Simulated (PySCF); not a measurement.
State search for CuBr

Unrestricted PBE0; PySCF, scalar-relativistic core potentials, basis sets Cu cc-pVTZ-PP with ECP10, Br cc-pVTZ-PP with ECP10. Outer shells of the fragments: Cu 3d10 4s1; Br 3d10 4s2 4p5.

Followed along the bond (rough minima from three points):

```tsv
2Ms+1	unpaired	⟨S²⟩ at the start	R at minimum (Å)	Te (eV)
1	none	0.00	2.19	0.00
3	σ ↑↑	2.00	2.29	2.04
```

Solutions found at the starting distance of 2.250 Å, counted from the lowest of them; the search is not exhaustive and high or unbound solutions are not listed, so other states can lie among these:

| 2Ms+1 | unpaired | term | E (eV) | ⟨S²⟩ | ⟨Lz²⟩ | μ (D) |
| --- | --- | --- | --- | --- | --- | --- |
| 1 | none | ¹Σ⁺ | 0.00 | 0.00 | 0.00 | -4.84 |
| 3 | σ ↑↑ | ³Σ⁺ | 2.02 | 2.00 | 0.00 | -1.88 |
| 3 | σ ↑, π ↑ | ³Π | 2.10 | 2.01 | 1.01 | -0.92 |
| 1 | σ ↑, π ↓ | mixed | 2.23 | 1.01 | 1.01 | -0.79 |
| 3 | σ ↑, δ ↑ | ³Δ | 2.60 | 2.00 | 4.00 | -2.40 |
| 1 | σ ↓, δ ↑ | mixed | 2.74 | 1.01 | 4.00 | -2.17 |
| 3 | σ ↑, π ↑ | mixed | 5.68 | 2.01 | 1.17 | -1.99 |
| 1 | σ ↑, π ↓ | mixed | 5.88 | 1.01 | 1.01 | -2.03 |
| 5 | σ ↑↑, π ↑↑ | mixed | 8.06 | 6.00 | 2.39 | 3.84 |
| 3 | σ ↑↑, π ↑↓ | mixed | 8.30 | 3.01 | 3.31 | 3.80 |

A term symbol is given only where ⟨S²⟩ and ⟨Lz²⟩ are close to those of a pure state; real π, δ and φ orbitals otherwise mix terms. A positive dipole means Cu(−)Br(+).

Counting both spins, an empty level lies below a filled one in some of these solutions, because spin and occupation are held.
